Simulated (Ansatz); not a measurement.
C4H3FSe (`Fc1ccc[se]1`) at its PBE0-D4/def2-TZVP geometry, where that method's forces vanish. The species carries charge 0 and has multiplicity 1.

```xyz
9

F     0.6554   -1.4635    2.1184
C     0.3844   -0.6349    1.1218
C    -0.2627   -0.9502   -0.0207
C    -0.4034    0.1594   -0.9043
C     0.1229    1.3281   -0.4668
Se    0.9036    1.1525    1.2113
H    -0.6290   -1.9473   -0.2255
H    -0.8991    0.0738   -1.8634
H     0.1280    2.2819   -0.9709
```

(1) What forces (eV/Å) does B3LYP-D4/def2-TZVPP give on these atoms in Ansatz 0.2.0? (Estimate.)

## Answers

(1) The calculation gave: 
```
F1   0.088 -0.292  0.336
C2  -0.117 -0.022 -0.226
C3  -0.068 -0.209 -0.023
C4  -0.115  0.000 -0.232
C5  -0.093  0.218 -0.307
Se6  0.255  0.310  0.350
H7   0.023  0.072  0.007
H8   0.033  0.002  0.067
H9  -0.007 -0.079  0.029
```

B3LYP here is the variant with VWN-RPA as its local correlation; programs differ in this.
